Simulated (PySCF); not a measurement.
**Spinor energies of Bi⁷⁹⁺ (bismuth, charge +79)**

Start: [He] 2s2. Calculated with PySCF 2.14 in an uncontracted even-tempered set (16 s from 73 bohr⁻², ratio 2.4; 13 p from 94 bohr⁻², ratio 2.4; 5 d from 290 bohr⁻², ratio 2.6; 4 f from 440 bohr⁻², ratio 2.6): generalised Hartree-Fock with the X2C-1e Hamiltonian and a Gaussian nucleus; one run each with spin-orbit coupling (SO) switched off, then screened by Boettger's factors.

```csv
spinor shell,electrons,"ε, spin-free (eV)","ε, screened SO (eV)",weight of nominal j (screened SO),"rms radius, screened SO (bohr)"
1s1/2,2,-101465.6,-101465.6,1.000,0.0177
2s1/2,2,-25303.0,-25303.0,1.000,0.0689
```

```
   quantity    spin-free  screened SO
E (hartree)  -9476.06176  -9476.06176
        M_J            0            0
       ⟨J²⟩        0.000        0.000
       ⟨L²⟩        0.000        0.000
       ⟨S²⟩        0.000        0.000
```

Breit and QED terms are absent; they matter most for the inner s and p1/2 levels.

Densities and radii are taken from the X2C orbitals without a picture-change correction, which distorts them close to the nucleus.

Without spin-orbit coupling the j labels of p, d and f shells carry no meaning; the spin-free column gives the mean over the occupied spinors of each nl shell.
